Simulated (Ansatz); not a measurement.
C₂H₇ClOSi, SMILES `CCO[SiH2]Cl`, charge 0, multiplicity 1.

Task: Give a relaxed structure at PBE0-D4/def2-TZVP (Ansatz 0.2.0). (Best estimate.)

Result: Computed: 
Z-matrix (Å, degrees):
```
C
C 1 1.507
H 1 1.092 2 110.5
H 1 1.092 2 110.7 3 120.1
H 1 1.092 2 110.2 3 -119.9
O 2 1.421 1 109.2 3 -59.5
H 2 1.098 1 110.5 3 179.7
H 2 1.096 1 110.6 3 60.6
Si 6 1.625 2 124.4 1 -170.1
Cl 9 2.058 6 111.1 2 -63.1
H 9 1.475 6 106.9 2 178.6
H 9 1.483 6 111.3 2 54.7
```
This is one stationary point; other conformers may exist.
